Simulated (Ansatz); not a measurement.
`O[SiH2]C[Si](O)(F)F` → `F[Si]F` + `OC[SiH2]O`  (silylene formation by 1,1-elimination)

Program: Ansatz. Geometries: PBE0-D4/def2-TZVP. ΔE: electronic, gas phase. CCSD(T)/CBS is the MP2 limit (def2-TZVPP, def2-QZVPP) plus CCSD(T) − MP2 in def2-TZVPP, frozen cores. This one scheme is used for every species. Functionals use def2-TZVPP. B3LYP here is the variant with VWN-RPA as its local correlation; programs differ in this. Each species was taken in one conformer, which may not be the lowest.

```csv
level,ΔE (kJ/mol),difference from CCSD(T)/CBS
PBE-D4,384.8,-29.0
r2SCAN-D4,428.7,14.9
PBE0-D4,412.5,-1.3
B3LYP-D4,395.5,-18.3
ωB97X-V,410.3,-3.5
ωB97M-V,399.4,-14.4
B2PLYP,397.2,-16.6
PBE,371.7,-42.1
r2SCAN,425.2,11.4
PBE0,401.0,-12.8
B3LYP,374.4,-39.4
HF/def2-TZVPP,409.5,-4.3
MP2/def2-TZVPP,430.6,16.8
SCS-MP2/def2-TZVPP,413.9,0.1
CCSD/def2-TZVPP,408.9,-4.9
CCSD(T)/def2-TZVPP,408.8,-5.0
HF/def2-QZVPP,408.9,-4.9
MP2/def2-QZVPP,433.3,19.5
SCS-MP2/def2-QZVPP,417.4,3.6
HF/CBS(def2),408.8,-5.0
MP2/CBS(def2),435.6,21.8
CCSD/CBS(def2),413.9,0.1
CCSD(T)/CBS,413.8,0
```

Largest T1 diagnostic among the species: 0.015.

The D4 term adds +21.2 kJ/mol with B3LYP and +11.6 kJ/mol with PBE0; it sums over pairs of atoms, weighted by their polarisabilities, and B3LYP, whose exchange is more repulsive, gets the larger term. From PBE to PBE0 (25 % exact exchange), in def2-TZVPP and without D4, ΔE moves by +29.3 kJ/mol.
